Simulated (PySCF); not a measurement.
**MI for M along the second period**

PBE0 with double-zeta basis sets in PySCF, for the lowest determinant that a PBE0 search found; no spin–orbit coupling. De refers to high-spin ground-configuration atoms. A positive dipole means M(−)I(+).

| M | basis | state (unpaired electrons) | Re (Å) | ωe (cm⁻¹) | De (eV) | μ (D) |
| --- | --- | --- | --- | --- | --- | --- |
| Li | def2-SVP | singlet (closed shell) | 2.384 | 500 | 3.70 | -7.31 |
| Be | def2-SVP | doublet (σ ↑) | 2.207 | 599 | 2.85 | -0.59 |
| B | x2c-SVPall | singlet (closed shell) | 2.127 | 597 | 3.81 | 1.62 |
| C | x2c-SVPall | doublet (π ↑) | 2.035 | 648 | 3.02 | 1.87 |
| O | x2c-SVPall | doublet (π ↑) | 1.923 | 651 | 2.15 | 2.36 |
| F | def2-SVP | singlet (closed shell) | 1.941 | 632 | 2.59 | 2.25 |

Problem. By what factor does the well depth vary along the series?

Solution. At PBE0 it runs from 2.15 eV (IO) to 3.81 eV (BI), a factor of 1.77.

The rows differ in basis set, which adds steps of its own.

The state changes along the series, so neighbouring rows are not always alike in their bonding.

These are scalar-relativistic numbers at best; spin–orbit coupling would shift them, the dissociation energy most. States were picked by a PBE0 search and need not be the measured ground states.
